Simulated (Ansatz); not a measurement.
`CO[SiH](O)[SiH](O)O` at its PBE0-D4/def2-TZVP geometry, where that method's forces vanish. Total charge 0; spin multiplicity 1.

```csv
atom,x (Å),y (Å),z (Å)
C1,-2.162,-0.204,-1.147
O2,-0.856,-0.681,-1.383
Si3,0.209,-1.005,-0.173
O4,1.464,-1.856,-0.803
Si5,1.166,0.946,0.710
O6,-0.135,1.878,1.091
O7,2.038,0.682,2.088
H8,-2.707,-0.855,-0.453
H9,-2.149,0.809,-0.734
H10,-2.695,-0.189,-2.099
H11,-0.524,-1.802,0.861
H12,1.268,-2.697,-1.219
H13,2.066,1.645,-0.260
H14,0.027,2.717,1.528
H15,2.989,0.613,1.994
```

For each bond, give half the difference of the two atoms' forces along it (eV/Å; positive pushes the atoms apart) under PBE-D4, r2SCAN-D4, B3LYP-D4, ωB97M-V in def2-TZVPP. (An estimate is asked.)

Computed: 
```
   bond  length (Å)  PBE-D4  r2SCAN-D4  B3LYP-D4  ωB97M-V
  C1–O2       1.411    0.22       0.30      0.30     0.27
  C1–H8       1.097    0.08      -0.06     -0.08    -0.10
  C1–H9       1.095    0.08      -0.06     -0.09    -0.10
 C1–H10       1.091    0.08      -0.06     -0.12    -0.11
 O2–Si3       1.644    0.27      -0.01      0.03     0.03
 Si3–O4       1.642    0.27       0.04      0.11     0.15
Si3–Si5       2.346   -0.25      -0.04     -0.08    -0.15
Si3–H11       1.497   -0.02      -0.02     -0.12    -0.15
 O4–H12       0.959    0.34       0.02     -0.02    -0.06
 Si5–O6       1.646    0.29       0.05      0.13     0.15
 Si5–O7       1.652    0.29       0.05      0.14     0.13
Si5–H13       1.496   -0.03      -0.03     -0.13    -0.17
 O6–H14       0.959    0.35       0.03     -0.02    -0.06
 O7–H15       0.958    0.32       0.01     -0.02    -0.06
```

B3LYP here is the variant with VWN-RPA as its local correlation; programs differ in this.
